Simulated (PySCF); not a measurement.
C7H12InN, singlet, GFN2-xTB optimised geometry.

```
21

In    -0.30    -0.64     0.00
H     -1.10    -2.08     0.54
C      1.92    -0.64     0.00
H      2.32    -1.55    -0.44
H      2.32    -0.55     1.01
H      2.28     0.21    -0.58
C     -1.44     1.26     0.00
H     -0.81     2.08    -0.36
H     -1.78     1.52     1.00
H     -2.32     1.19    -0.64
C     -0.66    -1.87    -4.92
C     -1.00    -2.80    -3.94
C     -0.93    -2.41    -2.61
N     -0.55    -1.20    -2.25
C     -0.22    -0.31    -3.17
C     -0.27    -0.60    -4.53
H     -0.71    -2.14    -5.96
H     -1.32    -3.79    -4.20
H     -1.18    -3.08    -1.80
H      0.08     0.66    -2.80
H      0.01     0.14    -5.26
```

Density from B3LYP/def2-SVP, def2 effective core potentials past Kr (PySCF) at that geometry. The core electrons that the potentials of In replace are not part of the density.

Minimum of the electron density along straight lines between bonded atoms, close to the bond critical point (lines longer than 1.1 times the sum of covalent radii, or with two minima, are not listed):

| bond | length / Å | ρ at the minimum / e bohr⁻³ | ∇²ρ there / e bohr⁻⁵ | position (fraction from the first atom) |
|---|---|---|---|---|
| In1–H2 | 1.733 | [?] | 0.18 | 0.63 |
| In1–C3 | 2.216 | 0.086 | 0.18 | 0.50 |
| C3–H4 | 1.090 | 0.269 | -0.94 | 0.62 |
| C3–H5 | 1.090 | 0.270 | -0.95 | 0.62 |
| C3–H6 | 1.092 | 0.268 | -0.93 | 0.62 |
| In1–C7 | 2.216 | 0.086 | 0.18 | 0.50 |
| C7–H8 | 1.092 | 0.269 | -0.93 | 0.62 |
| C7–H9 | 1.090 | 0.270 | -0.95 | 0.62 |
| C7–H10 | 1.091 | 0.269 | -0.94 | 0.62 |
| C11–C12 | 1.386 | 0.314 | -0.82 | 0.50 |
| C12–C13 | 1.385 | 0.317 | -0.83 | 0.50 |
| In1–N14 | 2.328 | [?] | [?] | 0.50 |
| C13–N14 | 1.323 | 0.347 | -0.85 | 0.34 |
| N14–C15 | 1.324 | 0.347 | -0.88 | 0.66 |
| C11–C16 | 1.387 | 0.314 | -0.81 | 0.50 |
| C15–C16 | 1.384 | 0.317 | -0.83 | 0.51 |
| C11–H17 | 1.080 | 0.286 | -1.12 | 0.64 |
| C12–H18 | 1.079 | 0.286 | -1.11 | 0.64 |
| C13–H19 | 1.084 | 0.290 | -1.17 | 0.65 |
| C15–H20 | 1.084 | 0.289 | -1.15 | 0.65 |
| C16–H21 | 1.079 | 0.286 | -1.11 | 0.64 |

Task: What belongs in the gaps?

Result: 
- In1–H2, ρ at the minimum / e bohr⁻³: 0.098
- In1–N14, ρ at the minimum / e bohr⁻³: 0.054
- In1–N14, ∇²ρ there / e bohr⁻⁵: 0.23
